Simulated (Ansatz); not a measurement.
Calculated with Ansatz (gas phase, PBE0-D4/def2-TZVP geometries, no zero-point term in ΔE). CBS: MP2 limit from def2 TZ/QZ plus the TZ coupled-cluster correction, frozen cores. DFT in def2-TZVPP. B3LYP here is the variant with VWN-RPA as its local correlation; programs differ in this. For Ge outer-core shells are correlated without core-valence functions, which leaves a few kJ/mol of doubt a bond. Scalar relativity is left out up to krypton. One conformer a species, not always the lowest.

Reaction (formal exchange of groups at a B–C bond): `BC(F)CCl` + `C[O][GeH2][OH]` → `[BH2][GeH2][OH]` + `COC(F)CCl`

(1) Is it downhill or uphill in electronic energy at CCSD(T)/CBS, and by how much? (An estimate is asked.)

(2) What do these levels give: PBE-D4, B3LYP-D4, ωB97X-V, r2SCAN, HF/def2-TZVPP, CCSD/def2-TZVPP, CCSD(T)/def2-TZVPP, MP2/def2-QZVPP, SCS-MP2/def2-QZVPP, HF/CBS(def2), MP2/CBS(def2), CCSD/CBS(def2)? (An estimate is asked.)

Largest T1 diagnostic among the species: 0.012.

Answers

(1) The calculation gave: Uphill: ΔE = +65.9 kJ/mol.

(2) Ansatz gave: PBE-D4 60.0, B3LYP-D4 67.4, ωB97X-V 63.7, r2SCAN 65.1, HF/def2-TZVPP 69.3, CCSD/def2-TZVPP 65.2, CCSD(T)/def2-TZVPP 64.8, MP2/def2-QZVPP 74.7, SCS-MP2/def2-QZVPP 74.4, HF/CBS(def2) 71.5, MP2/CBS(def2) 74.5, CCSD/CBS(def2) 66.3 kJ/mol.
